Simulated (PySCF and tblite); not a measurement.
The numbers below are computed, except where a source is named.
2 diastereomers of C3H5FO2Si2, numbered alike:

```json
{"isomer": "A", "SMILES": "[CH:1]#[C:2][Si@H:3]1[CH2:4][O:5][Si@H:6]([F:7])[O:8]1", "descriptors (one enantiomer)": "3S, 6S"}
{"isomer": "B", "SMILES": "[CH:1]#[C:2][Si@@H:3]1[CH2:4][O:5][Si@H:6]([F:7])[O:8]1", "descriptors (one enantiomer)": "3R, 6S"}
```

Protocol: conformer search, at most 6 conformers an isomer, GFN2-xTB geometries, energies CAM-B3LYP/pcSseg-1 (IEF-PCM, methanol) (D3(BJ) added where defined), weights at 298.15 K with GFN2-xTB thermal terms. Programs: PySCF with density fitting and tblite.

Equilibrium rotational constants and dipole components of each isomer's leading conformer, in random order:

| set | A (MHz) | B (MHz) | C (MHz) | abs μa | abs μb | abs μc (D) |
| --- | --- | --- | --- | --- | --- | --- |
| P | 3417 | 909 | 831 | 3.65 | 1.27 | 0.60 |
| Q | 2567 | 1028 | 909 | 2.57 | 2.22 | 0.30 |

(1) Match sets and isomers.

The whole study took 79 s on 1 thread of Arm Neoverse V2 (shared host) (rough), peak memory 0.98 GiB, launched as `OMP_NUM_THREADS=1 python ens_run.py task.json out`.

Results:

(1) P is A (C1), Q is B (C1).
